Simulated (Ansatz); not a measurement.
Saddle point of SiH₃OF₃, singlet (SiHF₃ ([F][SiH]([F])[F]) + H₂O → SiH₂OF₂ ([OH][SiH]([F])[F]) + HF; bonds formed: Si1–O7, F2–H6; bonds broken: Si1–F2, H6–O7), PBE0-D4/def2-TZVP structure:

```tsv
atom	x (Å)	y (Å)	z (Å)
Si1	-0.6048	0.1984	-0.0422
F2	-0.0370	-1.6097	-0.3357
F3	-0.7466	0.3569	-1.6129
F4	-0.6575	1.7547	0.3730
H5	-1.7030	-0.3426	0.7544
H6	0.9575	-1.0321	0.0639
O7	1.0630	0.0102	0.5166
H8	1.7282	0.6641	0.2829
```

Energies are electronic, without zero-point energy. Barriers and step energies count from the start structure reached by relaxing down the imaginary mode; all methods use the PBE0-D4 structures, on which another method's saddle can fall below an end. Computed with Ansatz 0.2.0 (basis: def2-TZVPP, with def2-QZVPP for the basis limit); correlated methods freeze the cores. B3LYP uses VWN-RPA correlation. Extrapolation: Hartree–Fock as exp(−7.88 √X), correlation as X^−2.97.

| method | barrier (eV) | step energy (eV) |
| --- | --- | --- |
| SPW92 | 0.503 | 0.139 |
| PBE-D4 | ? | 0.210 |
| BLYP-D4 | 1.155 | 0.238 |
| r2SCAN-D4 | 1.047 | 0.279 |
| B97M-V | 1.251 | 0.326 |
| PBE0-D4 | 1.062 | 0.205 |
| B3LYP-D4 | ? | 0.231 |
| r2SCAN0-D4 | 1.112 | 0.253 |
| BHLYP-D4 | 1.319 | 0.242 |
| CAM-B3LYP-D4 | 1.128 | 0.226 |
| wB97X-V | 1.139 | 0.255 |
| wB97M-V | 1.116 | 0.265 |
| B2PLYP | 1.212 | 0.228 |
| PBE-QIDH | 1.133 | 0.206 |
| RPA on PBE | 1.243 | 0.269 |
| HF | 1.756 | 0.277 |
| MP2 | ? | 0.221 |
| CCSD | 1.315 | 0.247 |
| CCSD(T) | 1.231 | 0.240 |

Fill in the withheld barriers. (An estimate is asked for; the value comes from the calculation.)

By the calculation: MP2 1.186; B3LYP-D4 1.202; PBE-D4 0.956 eV. Each is the energy of the saddle less that of the start structure, by the same method.

For comparison, the barrier by CCSD(T) at an estimated basis limit (MP2 extrapolated from triple and quadruple zeta, plus CCSD(T) − MP2 in triple zeta) is 1.227 eV.

No T1 diagnostic of these runs exceeds 0.012.

The step is the kind of ligand exchange by which a precursor binds to a hydroxyl group, or is hydrolysed, in atomic layer deposition of oxides.

Labels in which every atom is bracketed show which atoms are joined, not bond orders.

For scale, one of the runs: CCSD(T)/def2-TZVPP, 208 basis functions (an equivalent command: `ansatz run in.yaml --threads 4`). Hardware: 4 CPU threads, shared host. Wall time 97 s; peak host memory 3.1 GiB.
